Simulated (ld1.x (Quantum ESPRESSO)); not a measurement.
# Ga (Z = 31): variants of one ultrasoft potential

Base potential:

gallium (Ga), ultrasoft, made with ld1.x (Quantum ESPRESSO) 7.5 (PBE, fully relativistic). Core [Ar], reference 3d10 4s1 4p2. Waves: 4s (bound): rcut 1.95, rcutus 2.05 bohr; 4s channel at -0.25 Ry: rcut 1.95, rcutus 2.05 bohr; 4p (bound): rcut 1.75, rcutus 2.10 bohr; 4p channel at 2.05 Ry: rcut 1.75, rcutus 2.10 bohr; 3d (bound): rcut 1.30, rcutus 1.60 bohr; 3d channel at -1 Ry: rcut 1.30, rcutus 1.60 bohr. Local part: all-electron potential smoothed inside 1.75 bohr (lloc = -1). Core correction: Bessel-smoothed model core, default radius (core density twice the valence density). Augmentation charge: PSQ, inside the norm-conserving radii.

Open shells are filled in proportion to 2j + 1 (rel_dist='average').

Cutoffs, loose and tight: the cutoffs (Ry, on a coarse ladder) from which the occupation-weighted sum of valence levels, in a spherical-Bessel basis at the reference potential, stays within 10 and 1 mRy of its value at 400 Ry. They do not see the model core or the augmentation charge, which bear on the density cutoff. Test errors are all-electron minus pseudo excitation energies from the reference, over the configurations 3d10 4s2 4p1; 3d10 4s2 4p0; 3d10 4s1 4p0; 3d10 4s0 4p0; 3d10 4s0 4p3; 3d9 4s2 4p1; 3d10 4s1 4p1. A dash means not determined; rows that change the core or the reference have their own tests.

| change | outcome | cutoff, loose | cutoff, tight | bound ghosts | largest test error (meV) |
| --- | --- | --- | --- | --- | --- |
| base | generated | 45 Ry | 70 Ry | none | -218 |
| type TM; waves now 4s (bound): rc 2.05 bohr; 4p (bound): rc 2.10 bohr; 3d (bound): rc 1.60 bohr; local potential all-electron potential smoothed inside 1.25 bohr (lloc = -2) | generated | 140 Ry | 230 Ry | none | +61 |
| core [Ar] 3d10, valence charge 3; reference 4s2 4p1; waves now 4s (bound): rcut 1.45, rcutus 1.55 bohr; 4s channel at -0.25 Ry: rcut 1.45, rcutus 1.55 bohr; 4p (bound): rcut 1.70, rcutus 2.35 bohr; 4p channel at 2.05 Ry: rcut 1.70, rcutus 2.35 bohr; local potential all-electron potential smoothed inside 2.15 bohr (lloc = -2); core correction Bessel-smoothed model core inside 1.10 bohr | generated | 15 Ry | 18 Ry | none | -199 |
| local potential all-electron potential smoothed inside 1.36 bohr (lloc = -1) | generated | 45 Ry | 70 Ry | none | -219 |
| wave 4s channel at -0.25 Ry: rcut 1.95, rcutus 2.05 bohr becomes 4s channel at -0.53 Ry: rcut 1.95, rcutus 2.05 bohr | generated | 45 Ry | 70 Ry | none | -218 |
| reference 3d10 4s1.75 4p1.25 | generated | 45 Ry | 70 Ry | none | -263 |
| waves 4p (bound): rcut 1.75, rcutus 1.92 bohr; 4p channel at 2.05 Ry: rcut 1.75, rcutus 1.92 bohr | generated | 45 Ry | 70 Ry | none | -228 |
| waves 3d (bound): rcut 1.30, rcutus 1.38 bohr; 3d channel at -1 Ry: rcut 1.30, rcutus 1.38 bohr | generated | 60 Ry | 110 Ry | none | -235 |

What comes out with this change to the base: scalar-relativistic?

outcome: generated; cutoff, loose: 45 Ry; cutoff, tight: 70 Ry; bound ghosts: none; largest test error (meV): -308.
